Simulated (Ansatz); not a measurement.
Ligand exchange: Ge(CH3)F3 + CHBrCl2 → GeH(CH3)F2 + CBrCl2F

Species: Ge(CH3)F3, singlet; CHBrCl2 `ClC(Cl)Br`, singlet; GeH(CH3)F2, singlet; CBrCl2F (bromodichlorofluoromethane) `FC(Cl)(Cl)Br`, singlet. The partners trade F for H: Ge–F and C–H bonds give way to Ge–H and C–F.

Shapes, held fixed at every level: PBE0-D4/def2-TZVP. Programs: Ansatz 0.2.0. The zero-point and thermal change to 298 K, harmonic and unscaled (PBE0-D4/def2-TZVP), is -9.3 kJ/mol.

(1) Estimate ΔH(298 K) of this reaction.

Answers

(1) The highest level, CCSD(T)/def2-TZVPP, gives ΔH(298 K) = +154.9 kJ/mol; the levels span +141.0 to +161.4. The column of differences is taken from that level and isn't an error. No measured value is set beside it here. Relativity is left out for Br, Ge unless named. Correlated rows may include outer-core shells of Br, Ge, which these sets cover unevenly.

```json
{"level": "HF/def2-SVP", "kind": "Hartree–Fock", "ΔH(298 K) (kJ/mol)": "+148.1", "less CCSD(T)/def2-TZVPP": "-6.8"}
{"level": "r2SCAN-D4/def2-TZVPP", "kind": "meta-GGA", "ΔH(298 K) (kJ/mol)": "+141.0", "less CCSD(T)/def2-TZVPP": "-13.9"}
{"level": "BHLYP-D4/def2-TZVPP", "kind": "global hybrid", "ΔH(298 K) (kJ/mol)": "+153.1", "less CCSD(T)/def2-TZVPP": "-1.8"}
{"level": "r2SCAN0-D4/def2-TZVPP", "kind": "global hybrid", "ΔH(298 K) (kJ/mol)": "+147.1", "less CCSD(T)/def2-TZVPP": "-7.8"}
{"level": "wB97M-V/def2-TZVPP", "kind": "range-separated hybrid", "ΔH(298 K) (kJ/mol)": "+142.7", "less CCSD(T)/def2-TZVPP": "-12.2"}
{"level": "MP2/def2-SVP", "kind": "perturbation theory", "ΔH(298 K) (kJ/mol)": "+144.8", "less CCSD(T)/def2-TZVPP": "-10.1"}
{"level": "MP2/def2-TZVPP", "kind": "perturbation theory", "ΔH(298 K) (kJ/mol)": "+161.4", "less CCSD(T)/def2-TZVPP": "+6.5"}
{"level": "CCSD(T)/def2-TZVPP", "kind": "coupled cluster or CI", "ΔH(298 K) (kJ/mol)": "+154.9", "less CCSD(T)/def2-TZVPP": "0.0"}
```
